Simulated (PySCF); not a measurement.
Si(CCH)(Cl)2(H) (C2H2Cl2Si), SMILES C#C[SiH](Cl)Cl. Geometry optimised at B3LYP-D3(BJ)/def2-SVP.

Method: B3LYP-D3(BJ)/def2-SVP (PySCF 2.14.0).

Harmonic wavenumbers (cm⁻¹): 109, 146, 184, 335, 344, 509, 593, 670, 755, 756, 819, 822, 2157, 2296, 3454. Rotational constants (GHz): 2.316, 2.181, 1.215; symmetry number 1.

Task: Work out the zero-point energy and the ideal-gas rigid-rotor harmonic-oscillator thermochemistry at 298.15 K and 1 atm.

Result: ZPE = ½ Σ hcν = ½ × 13950 cm⁻¹ = 19.94 kcal/mol. H − E(el) = 24.53 kcal/mol. Entropy in cal/(mol K): translation 40.38, rotation 28.35, vibration 13.04, total 81.78. G − E(el) = 0.15 kcal/mol. Cp = 22.71 cal/(mol K). Modes under 150 cm⁻¹ make the vibrational entropy uncertain.
